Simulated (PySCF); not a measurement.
Calculated properties of `[S+]1[C@@H](CC(=C)C)C1` [radical]

Compound: C6H10S (charge +1 and doublet state).
Cartesian coordinates in Å at the GFN2-xTB level; atoms count from 1:
```
atom  x, y, z in Å
C1    -1.2070   -1.3323    0.9516
C2    -1.0929   -0.1127    0.3856
C3    -2.2964    0.7226    0.1481
C4     0.2127    0.4926   -0.0308
C5     1.4288   -0.3931    0.0755
C6     2.7878    0.2026    0.0759
S7     2.2809   -0.4253    1.6802
H8    -2.1749   -1.7187    1.2228
H9    -0.3668   -1.9654    1.1754
H10   -2.9614    0.7064    1.0108
H11   -2.8739    0.3012   -0.6790
H12   -2.0475    1.7495   -0.1028
H13    0.1238    0.8045   -1.0797
H14    0.3627    1.4118    0.5477
H15    1.3174   -1.3723   -0.3795
H16    3.6031   -0.3385   -0.3879
H17    2.8966    1.2793    0.0256
```

GFN2-xTB geometry:

- Point group of the GFN2-xTB geometry: C1
- Rotational constants A, B, C of the GFN2-xTB geometry: 4.860, 1.193, 1.061 GHz

**UKS B3LYP, pcH-1 on C H S, non-relativistic, mean-field spin-orbit, GIAO (PySCF)**

- Isotropic g value: 2.0139
- Principal g values: 2.0020, 2.0182, 2.0214
- Spin squared ⟨S²⟩: 0.754
- Largest Mulliken spin population: 0.59 on S7
- Largest isotropic hyperfine couplings (means over sets of like nuclei): 1H +66.4 (H13), 1H +30.6 (H16), 1H +29.3 (H17), 1H +25.9 (H14), 1H +24.5 (H15) MHz

Monoisotopic mass of the ion (most abundant isotopes, electron mass counted): 114.0498 u.

⟨S²⟩ is 0.004 above the pure-spin value S(S + 1) = 0.75. g_iso is shifted by +12 ppt from the free-electron value 2.002319; the principal values span 0.0193. At 9.50 GHz, hν = g·μB·B₀ (B₀ the magnetic field) puts the centre of the isotropic spectrum, to first order, at 337.0 mT. The rotational constants make it an asymmetric top with κ = (2B − A − C)/(A − C) = -0.93, nearer the prolate limit (−1). With B = h/(8π²I), that is 505.379 GHz u Å² over I, the principal moments of inertia are 104.0, 423.6 and 476.1 u Å² (most abundant isotopes).

Isolated species at its GFN2-xTB geometry (one conformer only). GFN2-xTB frequencies show an imaginary mode (30i cm⁻¹), so this geometry is no minimum at that level. Hyperfine couplings depend on the geometry, which wasn't re-optimised at a DFT level. The unpaired spin is shared among atoms: the largest Mulliken spin population is 0.59. Couplings of like nuclei are plain means over topologically equivalent atoms, as if these changed places fast (by rotation of a methyl-like group, say); in this geometry the members of some sets differ.
